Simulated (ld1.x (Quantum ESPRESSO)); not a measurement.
# Logarithmic derivatives: Mo (Z = 42), ultrasoft

| Quantity | Value |
| --- | --- |
| Element | Mo (Z = 42) |
| Generator | ld1.x (Quantum ESPRESSO) 7.5 |
| Type | ultrasoft |
| Functional | PBE |
| Relativity | scalar-relativistic |
| Frozen core | [Ar] 3d10 |
| Valence charge | 14 |
| Reference configuration | 4s2 4p6 4d5 5s0.75 5p0.25 |
| Partial waves | 4s (bound): rcut 1.70, rcutus 2.05 bohr; 5s (bound): rcut 1.70, rcutus 2.05 bohr; 4p (bound): rcut 1.65, rcutus 1.90 bohr; 5p (bound): rcut 1.65, rcutus 1.90 bohr; 4d (bound): rcut 1.70, rcutus 2.00 bohr; 4d channel at 0.05 Ry: rcut 1.70, rcutus 2.00 bohr |
| Local potential | all-electron potential smoothed inside 1.45 bohr (lloc = -1) |
| Core correction | Bessel-smoothed model core, default radius (core density twice the valence density) |
| Augmentation charge | PSQ, inside the norm-conserving radii |

The phase is arctan(r·u′/u) with u = r·R(r), unwrapped; energies in Ry, scanned from -7 to 5 Ry. A pole is an energy at which the radial function vanishes at the test radius. The pseudo phase is shifted by a multiple of π to meet the all-electron one at the reference energy, and phase errors are pseudo minus all-electron; the curves can meet again beyond the range given. Levels narrower than the energy grid can be missing from the lists of poles.

Problem. For each channel, where are the poles, and over which energies does the pseudopotential scatter like the atom?

Solution.

```csv
channel,radius (bohr),reference energy (Ry),"poles, all-electron","poles, pseudo",unbroken range about the reference energy with phases within 0.05 rad,phase error 1 Ry above the reference energy (rad)
s,2.24,-0.32,-4.60,-4.60,the whole range,-0.001
p,2.24,-0.09,-2.54,-2.54,the whole range,-0.000
d,2.24,-0.30,0.73,0.73,below 3.6,-0.000
```

The ghost test of this file was not conclusive. Its overlap operator is not positive definite in a basis up to 400 Ry (lowest eigenvalue p -0.06), so the file is unfit for use: the generalised eigenproblem breaks down once the basis is large enough, and its test numbers describe a broken file.

Phases in the s channel:

```json
{"E (Ry)": "-7.00", "all-electron": "1.367", "pseudo": "1.367"}
{"E (Ry)": "-6.48", "all-electron": "1.349", "pseudo": "1.349"}
{"E (Ry)": "-5.96", "all-electron": "1.321", "pseudo": "1.321"}
{"E (Ry)": "-5.44", "all-electron": "1.254", "pseudo": "1.254"}
{"E (Ry)": "-4.92", "all-electron": "0.205", "pseudo": "0.205"}
{"E (Ry)": "-4.40", "all-electron": "-1.663", "pseudo": "-1.663"}
{"E (Ry)": "-3.88", "all-electron": "-1.746", "pseudo": "-1.747"}
{"E (Ry)": "-3.36", "all-electron": "-1.788", "pseudo": "-1.788"}
{"E (Ry)": "-2.84", "all-electron": "-1.823", "pseudo": "-1.823"}
{"E (Ry)": "-2.32", "all-electron": "-1.862", "pseudo": "-1.862"}
{"E (Ry)": "-1.80", "all-electron": "-1.911", "pseudo": "-1.911"}
{"E (Ry)": "-1.28", "all-electron": "-1.978", "pseudo": "-1.978"}
{"E (Ry)": "-0.76", "all-electron": "-2.083", "pseudo": "-2.083"}
{"E (Ry)": "-0.24", "all-electron": "-2.266", "pseudo": "-2.266"}
{"E (Ry)": "0.28", "all-electron": "-2.638", "pseudo": "-2.638"}
{"E (Ry)": "0.80", "all-electron": "-3.330", "pseudo": "-3.332"}
{"E (Ry)": "1.32", "all-electron": "-3.959", "pseudo": "-3.962"}
{"E (Ry)": "1.84", "all-electron": "-4.275", "pseudo": "-4.278"}
{"E (Ry)": "2.36", "all-electron": "-4.435", "pseudo": "-4.438"}
{"E (Ry)": "2.88", "all-electron": "-4.529", "pseudo": "-4.532"}
{"E (Ry)": "3.40", "all-electron": "-4.591", "pseudo": "-4.595"}
{"E (Ry)": "3.92", "all-electron": "-4.636", "pseudo": "-4.640"}
{"E (Ry)": "4.44", "all-electron": "-4.671", "pseudo": "-4.676"}
{"E (Ry)": "4.96", "all-electron": "-4.700", "pseudo": "-4.706"}
```
